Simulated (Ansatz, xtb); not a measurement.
Ligand exchange: InH2F + NH3 → InH2(NH2) + HF

Species: InH2F `[F][InH2]`, singlet; NH3 `N`, singlet; InH2(NH2), singlet; HF, singlet. The partners trade F for NH2: In–F and H–NH2 bonds give way to In–NH2 and H–F.

Shapes, held fixed at every level: PBE0-D4/def2-TZVP. Programs: Ansatz 0.2.0, xtb 6.7.1. The zero-point and thermal change to 298 K, harmonic and unscaled (PBE0-D4/def2-TZVP), is -3.9 kJ/mol.

**Question.** Estimate ΔH(298 K) of this reaction.

**Answer.** The highest level, CCSD(T)/def2-TZVPP, gives ΔH(298 K) = +47.3 kJ/mol; the levels span +43.1 to +92.3. The column of differences is taken from that level and isn't an error. No measured value is set beside it here. For atoms past krypton def2 sets carry core potentials with scalar relativity. Correlated rows may include outer-core shells of In, which these sets cover unevenly.

| level | kind | ΔH(298 K) (kJ/mol) | less CCSD(T)/def2-TZVPP |
| --- | --- | --- | --- |
| GFN0-xTB | semi-empirical | +92.3 | +45.0 |
| HF/def2-TZVPP | Hartree–Fock | +66.8 | +19.5 |
| wB97M-V/def2-TZVPP | range-separated hybrid | +56.8 | +9.5 |
| B2PLYP/def2-TZVPP | double hybrid | +58.0 | +10.7 |
| MP2/def2-TZVPP | perturbation theory | +43.1 | -4.2 |
| CCSD(T)/def2-SVP | coupled cluster or CI | +57.6 | +10.3 |
| CCSD/def2-SVP | coupled cluster or CI | +59.9 | +12.6 |
| CCSD/def2-TZVPP | coupled cluster or CI | +49.1 | +1.8 |
| CCSD(T)/def2-TZVPP | coupled cluster or CI | +47.3 | 0.0 |
